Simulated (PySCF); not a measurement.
## Two-component Hartree-Fock for Ru³⁺ (ruthenium, charge +3)

Start: [Kr] 4d5; 4d5/2 filled at m_j = -3/2, -1/2, +1/2, +3/2, +5/2. Calculated with PySCF 2.14 in x2c-SVPall-2c with one added diffuse shell each of s, p, d type (7s9p7d1f, 76 functions): generalised Hartree-Fock with the X2C-1e Hamiltonian and a Gaussian nucleus; one run each with spin-orbit coupling (SO) switched off, then screened by Boettger's factors. This is a chosen level, not necessarily the ground level.

```json
{"spinor shell": "1s1/2", "electrons": "2", "ε, spin-free (eV)": "-22266.7", "ε, screened SO (eV)": "-22265.4", "weight of nominal j (screened SO)": "1.000", "rms radius, screened SO (bohr)": "0.0384"}
{"spinor shell": "2s1/2", "electrons": "2", "ε, spin-free (eV)": "-3310.7", "ε, screened SO (eV)": "-3310.3", "weight of nominal j (screened SO)": "1.000", "rms radius, screened SO (bohr)": "0.158"}
{"spinor shell": "2p1/2", "electrons": "2", "ε, spin-free (eV)": "-2963.0", "ε, screened SO (eV)": "-3053.6", "weight of nominal j (screened SO)": "1.000", "rms radius, screened SO (bohr)": "0.137"}
{"spinor shell": "2p3/2", "electrons": "4", "ε, spin-free (eV)": "-2963.0", "ε, screened SO (eV)": "-2920.6", "weight of nominal j (screened SO)": "1.000", "rms radius, screened SO (bohr)": "0.142"}
{"spinor shell": "3s1/2", "electrons": "2", "ε, spin-free (eV)": "-646.36", "ε, screened SO (eV)": "-646.26", "weight of nominal j (screened SO)": "1.000", "rms radius, screened SO (bohr)": "0.428"}
{"spinor shell": "3p1/2", "electrons": "2", "ε, spin-free (eV)": "-528.85", "ε, screened SO (eV)": "-544.81", "weight of nominal j (screened SO)": "1.000", "rms radius, screened SO (bohr)": "0.425"}
{"spinor shell": "3p3/2", "electrons": "4", "ε, spin-free (eV)": "-528.85", "ε, screened SO (eV)": "-521.35", "weight of nominal j (screened SO)": "1.000", "rms radius, screened SO (bohr)": "0.436"}
{"spinor shell": "3d3/2", "electrons": "4", "ε, spin-free (eV)": "-339.80", "ε, screened SO (eV)": "-342.66", "weight of nominal j (screened SO)": "0.956", "rms radius, screened SO (bohr)": "0.417"}
{"spinor shell": "4s1/2", "electrons": "2", "ε, spin-free (eV)": "-128.26", "ε, screened SO (eV)": "-128.24", "weight of nominal j (screened SO)": "1.000", "rms radius, screened SO (bohr)": "1.08"}
{"spinor shell": "4p1/2", "electrons": "2", "ε, spin-free (eV)": "-92.332", "ε, screened SO (eV)": "-98.883", "weight of nominal j (screened SO)": "0.662", "rms radius, screened SO (bohr)": "1.19"}
{"spinor shell": "4p3/2", "electrons": "4", "ε, spin-free (eV)": "-92.332", "ε, screened SO (eV)": "-89.125", "weight of nominal j (screened SO)": "0.831", "rms radius, screened SO (bohr)": "1.19"}
{"spinor shell": "4d5/2", "electrons": "5", "ε, spin-free (eV)": "-46.147", "ε, screened SO (eV)": "-46.140", "weight of nominal j (screened SO)": "0.570", "rms radius, screened SO (bohr)": "1.54"}
```

Q: Where does 3d5/2 lie, and what is the 3d spin-orbit splitting (screened SO)?

A: At -337.81 eV, 4.850 eV above 3d3/2.

```json
{"quantity": "E (hartree)", "spin-free": "-4525.51818", "screened SO": "-4526.13715"}
{"quantity": "M_J", "spin-free": "5/2", "screened SO": "5/2"}
{"quantity": "⟨J²⟩", "spin-free": "8.750", "screened SO": "8.751"}
{"quantity": "⟨L²⟩", "spin-free": "0.000", "screened SO": "0.024"}
{"quantity": "⟨S²⟩", "spin-free": "8.750", "screened SO": "8.725"}
```

Each row is a mean over spinors that exchange with the open shell spreads, by up to 11.117 eV (4p3/2).

Rows whose weight is well below 1 are mixtures of j = l ± 1/2: exchange outweighs spin-orbit coupling there, and the label is only the starting occupation.

Breit and QED terms are absent; they matter most for the inner s and p1/2 levels.

Densities and radii are taken from the X2C orbitals without a picture-change correction, which distorts them close to the nucleus.

Without spin-orbit coupling the j labels of p, d and f shells carry no meaning; the spin-free column gives the mean over the occupied spinors of each nl shell.
